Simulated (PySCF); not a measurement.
# InCl⁻: from constants to spectrum

UHF-CCSD(T) constants of InCl⁻, ²Π (doublet), unpaired electrons π ↑ (In def2-TZVPPD with ECP28, Cl def2-TZVPPD; scalar-relativistic core potentials (PySCF 2.14); masses 114.9039 and 34.9689 u):

| Quantity | Value |
| --- | --- |
| ωe | 216.7 cm⁻¹ |
| ωexe | 1.43 cm⁻¹ |
| Be | 0.093982 cm⁻¹ |
| αe | 0.000729 cm⁻¹ |
| D (centrifugal) | 7.07e-08 cm⁻¹ |
| De to In + Cl⁻ | 1.33 eV |

Q: Give the vibrational terms G(v) and spacings up to v = 6.

A: G(v) = ωe(v+½) − ωexe(v+½)².

| v | G(v) (cm⁻¹) | G(v) − G(v−1) | Bv (cm⁻¹) |
| --- | --- | --- | --- |
| 0 | 108 |  | 0.09362 |
| 1 | 322 | 214 | 0.09289 |
| 2 | 533 | 211 | 0.09216 |
| 3 | 741 | 208 | 0.09143 |
| 4 | 946 | 205 | 0.09070 |
| 5 | 1149 | 202 | 0.08997 |
| 6 | 1348 | 200 | 0.08924 |

Q: How well does the Morse estimate ωe²/(4ωexe) reproduce De, and what is D0?

A: It gives 1.02 eV, 77 % of the computed De. D0 = De − G(0) = 1.33 − 0.01 = 1.32 eV.

Correlated steps freeze 9 core orbitals. Spin–orbit coupling is left out, which matters for elements this heavy, above all for dissociation energies. For an ion De counts to the pair picked by the measured ionisation energies or electron affinities, which need not be the lowest pair at this level. The state is the lowest determinant that a PBE0 search found; another state may lie lower at other levels.
